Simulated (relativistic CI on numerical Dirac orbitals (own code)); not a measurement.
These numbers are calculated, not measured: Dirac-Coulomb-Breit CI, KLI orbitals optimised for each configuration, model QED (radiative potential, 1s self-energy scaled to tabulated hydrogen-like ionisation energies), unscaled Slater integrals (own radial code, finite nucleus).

Configuration list (outside the closed core [Ar] 3d10): 4s2.4p6.4d2, 4s2.4p5.4d3, 4s2.4p6.4d.4f, 4s.4p6.4d3, 4s2.4p5.4d2.4f, 4s2.4p6.4d.5s, 4s.4p6.4d2.4f, 4s2.4p6.4d.5p, 4s2.4p6.4f.5s, 4s2.4p6.4d.5d, 4s2.4p6.5s.5p, 4s2.4p5.4d2.5s, 4s2.4p6.4d.5f, 4s2.4p5.4d2.5p, 4s2.4p6.4d.6s, 4s2.4p6.4d.5g, 4s2.4p6.4d.6p, 4s.4p6.4d2.5s, 4s2.4p6.4d.6d, 4s2.4p6.4d.7s, 4s2.4p6.4d.6g, 4s2.4p6.4f2, 4s2.4p5.4f3, 4s.4p6.4f3, 4p6.4d4, 4p5.4d5, 4p5.4d4.4f, 4s2.4p6.4f.5p, 4s2.4p5.4f2.5p, 4s.4p6.4f2.5p, 4s2.4p6.5s2, 4s2.4p5.4f.5s2, 4s.4p6.4f.5s2, 4s2.4p6.5p2, 4s2.4p5.4f.5p2, 4s.4p6.4f.5p2, 4s.4p6.4d.5s2, 4s.4p5.4d.4f.5s2, 4p6.4d.4f.5s2. Double excitations out of closed p, d and f shells are left out; levels of such configurations are missing from the list, as are those of other unlisted configurations, and high levels can miss mixing partners. These lack a partner that the ground configuration has and come out too high: 4s2.4p5.4d2.5s, 4s.4p6.4d2.5s, 4s2.4p5.4d2.5p.

At this charge energies of transitions that change n are usually good to better than 1 %, and those within a shell (Δn = 0) to a few per cent. Terms inside the open d or f shell come out 10 to 20 % too wide with unscaled integrals.

Outline of the computed level scheme of La XX. Lowest level of each configuration: 4s2.4p6.4d2 3F_2 at 0.000 eV; 4s2.4p5.4d3 5F°_2 at 92.487 eV.

Some strong electric-dipole decays among the lowest 45 levels: 4s2.4p5.4d3 3G°_3 → 4s2.4p6.4d2 3F_2 (2.7e+10 s⁻¹); 4s2.4p5.4d3 3G°_4 → 4s2.4p6.4d2 3F_3 (1.7e+10 s⁻¹); 4s2.4p5.4d3 3D°_2 → 4s2.4p6.4d2 3F_2 (1.3e+10 s⁻¹); 4s2.4p5.4d3 3H°_5 → 4s2.4p6.4d2 3F_4 (5.9e+09 s⁻¹); 4s2.4p5.4d3 3G°_3 → 4s2.4p6.4d2 3F_3 (5.5e+09 s⁻¹); 4s2.4p5.4d3 3D°_3 → 4s2.4p6.4d2 3F_2 (3.4e+09 s⁻¹); 4s2.4p5.4d3 3D°_2 → 4s2.4p6.4d2 3P_1 (3.2e+09 s⁻¹); 4s2.4p5.4d3 3P°_1 → 4s2.4p6.4d2 3P_0 (2.9e+09 s⁻¹).

LS names give the leading component of a level, which can be under half, so a name can repeat, a term be missing and a line seem to break the LS rules.
